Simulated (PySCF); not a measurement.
PySCF job for B3H5N3, SMILES [B]1NBNBN1, multiplicity 2, B3LYP/pcH-1. Coordinates come from a PBE0-D3(BJ)/def2-SVP optimisation. The isomer is the one that the SMILES or the coordinates give; other isomers of the formula were not compared.

```python
import numpy as np
from pyscf import gto, scf, dft
from pyscf.prop.hfc import uks as hfc

mol = gto.M(
    atom='''
    B     0.00000000    0.00000001    1.48465732
    N     0.00000000   -1.22734299    0.77307000
    B     0.00000000   -1.25455966   -0.65745462
    N     0.00000000   -0.00000001   -1.33674701
    B     0.00000000    1.25455964   -0.65745463
    N     0.00000000    1.22734300    0.77306999
    H     0.00000000   -2.10230071    1.28063890
    H     0.00000000   -2.30061662   -1.26381560
    H     0.00000000   -0.00000001   -2.34813774
    H     0.00000000    2.30061659   -1.26381563
    H     0.00000000    2.10230073    1.28063888
    ''',
    basis='pcH-1',
    charge=0,
    spin=1,
    max_memory=1600,
    verbose=3,
)
mf = dft.UKS(mol, xc='b3lyp').density_fit(auxbasis='def2-universal-jkfit')
mf.grids.level = 3
mf.conv_tol = 1e-10
mf.max_cycle = 100
mf.kernel()
fine, coarse = mf.grids, dft.Grids(mol).set(level=1).build(with_non0tab=True)
for _ in range(3):  # follow internal instabilities
    mf.grids = coarse
    mo, _, stable, _ = mf.stability(return_status=True, nroots=4)
    mf.grids = fine
    if stable:
        break
    mf.kernel(mf.make_rdm1(mo, mf.mo_occ))
A = hfc.HFC(mf).make_fcdip(mf.make_rdm1())  # Fermi contact and dipolar terms, MHz
print('atom   A(iso)/MHz   principal dipolar parts/MHz')
for i, a in enumerate(A):
    w = np.linalg.eigvalsh((a + a.T) / 2)
    print(f'{mol.atom_symbol(i):2s}{i + 1:3d} {w.mean():12.2f}', (w - w.mean()).round(2))
```

It prints:

```

WARN: HOMO -0.164337167828274 >= LUMO -0.164337167828274

converged SCF energy = -242.021157555798  <S^2> = 0.75182037  2S+1 = 2.0018195
<class 'pyscf.df.df_jk.DFUKS'> wavefunction is stable in the internal stability analysis
atom   A(iso)/MHz   principal dipolar parts/MHz
B   1       504.51 [-40.23 -35.91  76.14]
N   2        15.58 [-3.89 -1.67  5.56]
B   3        20.03 [-2.55 -2.29  4.84]
N   4        -0.75 [-0.7   0.12  0.57]
B   5        20.03 [-2.55 -2.29  4.84]
N   6        15.58 [-3.89 -1.67  5.56]
H   7        26.13 [-7.6  -5.73 13.33]
H   8         7.01 [-1.71 -1.18  2.89]
H   9         1.82 [-1.05 -0.49  1.54]
H  10         7.01 [-1.71 -1.18  2.89]
H  11        26.13 [-7.6  -5.73 13.33]
```

The run converged.
